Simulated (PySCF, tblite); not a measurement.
A database entry of computed molecular properties. Lists by class give the value and the number of equivalent atoms.

```json
{
 "formula": "C6H16N2",
 "smiles": "CCCNN(C)CC",
 "charge": 0,
 "multiplicity": 1,
 "geometry_level": "GFN2-xTB",
 "atoms_angstrom": [
  ["C", 2.378, 1.44, -0.062],
  ["C", 2.42, -0.072, 0.114],
  ["C", 1.065, -0.719, -0.158],
  ["N", 0.08, -0.213, 0.791],
  ["N", -1.262, -0.613, 0.635],
  ["C", -1.477, -2.044, 0.493],
  ["C", -1.935, 0.151, -0.403],
  ["C", -1.865, 1.642, -0.11],
  ["H", 3.354, 1.876, 0.141],
  ["H", 2.091, 1.696, -1.08],
  ["H", 1.652, 1.871, 0.621],
  ["H", 2.73, -0.309, 1.136],
  ["H", 3.156, -0.506, -0.567],
  ["H", 0.73, -0.449, -1.163],
  ["H", 1.179, -1.817, -0.118],
  ["H", 0.363, -0.446, 1.74],
  ["H", -2.535, -2.246, 0.651],
  ["H", -0.907, -2.567, 1.26],
  ["H", -1.192, -2.438, -0.494],
  ["H", -1.518, -0.053, -1.405],
  ["H", -2.978, -0.177, -0.407],
  ["H", -2.409, 2.197, -0.871],
  ["H", -0.83, 1.968, -0.101],
  ["H", -2.302, 1.847, 0.863]
 ],
 "electronic_structure_code": "PySCF",
 "results": {
  "GFN2-xTB geometry": {
   "point_group": "C1",
   "rotational_constants_GHz": [2.747, 1.29, 0.963]
  },
  "PBE0/pcSseg-1 ground state and GIAO shieldings, non-relativistic": {
   "dipole_D": 1.37,
   "homo_eV": -5.98,
   "lumo_eV": 1.37,
   "shift_vs_computed_TMS_C_by_class_ppm": [
    [50.3, 1],
    [46.1, 1],
    [39.2, 1],
    [26.1, 1],
    [16.0, 1],
    [14.7, 1]
   ],
   "shift_vs_computed_TMS_H_by_class_ppm": [
    [2.64, 2],
    [2.64, 3],
    [2.44, 2],
    [1.77, 1],
    [1.35, 2],
    [1.28, 3],
    [1.2, 3]
   ],
   "shielding_other_nuclei_by_class_ppm": [
    ["N", 162.2, 1],
    ["N", 179.4, 1]
   ],
   "charges_hirshfeld_e_by_atom": [-0.12, -0.07, -0.03, -0.1, -0.06, -0.08, -0.03, -0.13, 0.04, 0.04, 0.03, 0.03, 0.04, 0.04, 0.02, 0.11, 0.04, 0.04, 0.03, 0.02, 0.04, 0.04, 0.03, 0.04]
  },
  "GFN2-xTB harmonic vibrations, gas phase": {
   "strongest_ir_bands_cm-1_km_per_mol_modes": [
    [764.4, 48.4, 1],
    [2810.9, 82.0, 1],
    [2815.8, 94.7, 1],
    [2861.6, 108.7, 1],
    [2967.7, 88.6, 1],
    [3034.7, 57.4, 1]
   ],
   "zpe_kcal_per_mol": 136.9
  }
 }
}
```

The rotational constants make it an asymmetric top with κ = (2B − A − C)/(A − C) = -0.63, nearer the prolate limit (−1). A dipole of 1.37 D is allowed in C1, and pure rotational transitions are dipole-allowed. The zero-point energy, half the sum of the 66 harmonic wavenumbers, equals 47860 cm⁻¹ or 573 kJ/mol.

One conformer (not necessarily the lowest) at the GFN2-xTB geometry, without solvent or vibrations. NMR classes are plain means over equivalent atoms (diastereotopic ones count apart unless rotation or inversion swaps them), as if these changed places fast; in this geometry the members of some classes differ.

Shape of the structure used: `[CH3:1][CH2:2][CH2:3][NH:4][N:5]([CH3:6])[CH2:7][CH3:8]`: C1–C2–C3–N4 -62°, C2–C3–N4–N5 175°, C3–N4–N5–C6 50°, N4–N5–C7–C8 -57°.
